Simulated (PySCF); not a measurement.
A calculated (BP86, PySCF 2.14, x2c-QZVPPall, scalar relativity by spin-free X2C-1e) atom or ion has these occupied shells.

```json
{"shell": "1s α", "electrons": "1", "orbital energy (eV)": "-90298.9", "rms radius, mean of both spins (bohr)": "0.0178"}
{"shell": "1s β", "electrons": "1", "orbital energy (eV)": "-90298.8", "rms radius, mean of both spins (bohr)": "0.0178"}
{"shell": "2s α", "electrons": "1", "orbital energy (eV)": "-16222.2", "rms radius, mean of both spins (bohr)": "0.0718"}
{"shell": "2s β", "electrons": "1", "orbital energy (eV)": "-16222.1", "rms radius, mean of both spins (bohr)": "0.0718"}
{"shell": "2p α", "electrons": "3", "orbital energy (eV)": "-13955.7", "rms radius, mean of both spins (bohr)": "0.0663"}
{"shell": "2p β", "electrons": "3", "orbital energy (eV)": "-13955.6", "rms radius, mean of both spins (bohr)": "0.0663"}
{"shell": "3s α", "electrons": "1", "orbital energy (eV)": "-3918.2", "rms radius, mean of both spins (bohr)": "0.183"}
{"shell": "3s β", "electrons": "1", "orbital energy (eV)": "-3918.2", "rms radius, mean of both spins (bohr)": "0.183"}
{"shell": "3p α", "electrons": "3", "orbital energy (eV)": "-3266.8", "rms radius, mean of both spins (bohr)": "0.186"}
{"shell": "3p β", "electrons": "3", "orbital energy (eV)": "-3266.7", "rms radius, mean of both spins (bohr)": "0.186"}
{"shell": "3d α", "electrons": "5", "orbital energy (eV)": "-2577.3", "rms radius, mean of both spins (bohr)": "0.170"}
{"shell": "3d β", "electrons": "5", "orbital energy (eV)": "-2577.3", "rms radius, mean of both spins (bohr)": "0.170"}
{"shell": "4s α", "electrons": "1", "orbital energy (eV)": "-900.61", "rms radius, mean of both spins (bohr)": "0.401"}
{"shell": "4s β", "electrons": "1", "orbital energy (eV)": "-900.56", "rms radius, mean of both spins (bohr)": "0.401"}
{"shell": "4p α", "electrons": "3", "orbital energy (eV)": "-685.67", "rms radius, mean of both spins (bohr)": "0.428"}
{"shell": "4p β", "electrons": "3", "orbital energy (eV)": "-685.61", "rms radius, mean of both spins (bohr)": "0.428"}
{"shell": "4d α", "electrons": "5", "orbital energy (eV)": "-430.52", "rms radius, mean of both spins (bohr)": "0.454"}
{"shell": "4d β", "electrons": "5", "orbital energy (eV)": "-430.45", "rms radius, mean of both spins (bohr)": "0.454"}
{"shell": "5s α", "electrons": "1", "orbital energy (eV)": "-158.79", "rms radius, mean of both spins (bohr)": "0.880"}
{"shell": "5s β", "electrons": "1", "orbital energy (eV)": "-158.64", "rms radius, mean of both spins (bohr)": "0.880"}
{"shell": "4f α", "electrons": "7", "orbital energy (eV)": "-154.08", "rms radius, mean of both spins (bohr)": "0.482"}
{"shell": "4f β", "electrons": "7", "orbital energy (eV)": "-154.00", "rms radius, mean of both spins (bohr)": "0.482"}
{"shell": "5p α", "electrons": "3", "orbital energy (eV)": "-98.009", "rms radius, mean of both spins (bohr)": "1.00"}
{"shell": "5p β", "electrons": "3", "orbital energy (eV)": "-97.836", "rms radius, mean of both spins (bohr)": "1.00"}
{"shell": "5d α", "electrons": "5", "orbital energy (eV)": "-28.728", "rms radius, mean of both spins (bohr)": "1.32"}
{"shell": "5d β", "electrons": "5", "orbital energy (eV)": "-28.204", "rms radius, mean of both spins (bohr)": "1.32"}
{"shell": "6s α", "electrons": "1", "orbital energy (eV)": "-16.194", "rms radius, mean of both spins (bohr)": "2.28"}
{"shell": "6p α", "electrons": "3", "orbital energy (eV)": "-6.009", "rms radius, mean of both spins (bohr)": "3.15"}
{"shell": "6p β", "electrons": "1", "orbital energy (eV)": "-4.528", "rms radius, mean of both spins (bohr)": "3.15"}
```

**Question.** Name the element and its charge.

**Answer.** Bi (bismuth, neutral), in [Xe] 4f14 5d10 6s1 6p4, high-spin 4P determinant (an excited configuration).
